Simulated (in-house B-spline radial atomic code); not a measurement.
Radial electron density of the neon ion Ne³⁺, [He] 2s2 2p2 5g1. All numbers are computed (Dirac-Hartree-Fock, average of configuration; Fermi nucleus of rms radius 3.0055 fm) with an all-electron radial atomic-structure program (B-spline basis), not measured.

Columns: r (bohr), 4πr²n(r) (electrons per bohr), bar.

```
 0.00664   0.3121 #
  0.0081   0.4507 ##
  0.0099   0.6487 ###
  0.0121   0.9265 ####
  0.0148    1.312 #####
   0.018    1.819 #######
   0.022    2.506 ##########
  0.0269    3.395 ##############
  0.0328    4.484 ##################
  0.0401    5.791 #######################
   0.049     7.24 #############################
  0.0598    8.698 ###################################
  0.0731    9.986 ########################################
  0.0892    10.82 ###########################################
   0.109    10.96 ############################################
   0.133    10.25 #########################################
   0.163    8.713 ###################################
   0.199    6.794 ###########################
   0.242    5.093 ####################
   0.296    4.102 ################
   0.362     4.11 ################
   0.442    4.791 ###################
   0.539    5.428 ######################
   0.659    5.353 #####################
   0.804    4.363 ##################
   0.982    2.833 ###########
     1.2    1.408 ######
    1.47   0.5036 ##
    1.79   0.1292 #
    2.19  0.02379 
    2.67  0.01437 
    3.26   0.0358 
    3.98  0.08298 
    4.86   0.1496 #
    5.94   0.1977 #
    7.25   0.1783 #
    8.86   0.1008 
    10.8  0.03274 
    13.2 0.005234 
    16.1 0.0003682 
    19.7 8.725e-06 
    24.1 5.733e-08
```

On this grid the curve has 3 maxima, near 0.109, 0.539, 5.94 bohr.

The 5g7/2 radial function P(r) = rR(r), positive near the nucleus, with its small component Q(r) (sign convention: Q ≈ (P' + κP/r)/2c):

```csv
r (bohr),P,Q
0.659,0.0005505,2.538e-05
0.982,0.002983,9.011e-05
1.47,0.01485,0.0002874
2.19,0.06092,0.000735
3.26,0.189,0.001352
4.86,0.3868,0.001484
7.25,0.4222,0.0006799
10.8,0.1809,2.197e-05
16.1,0.01919,-1.687e-05
```
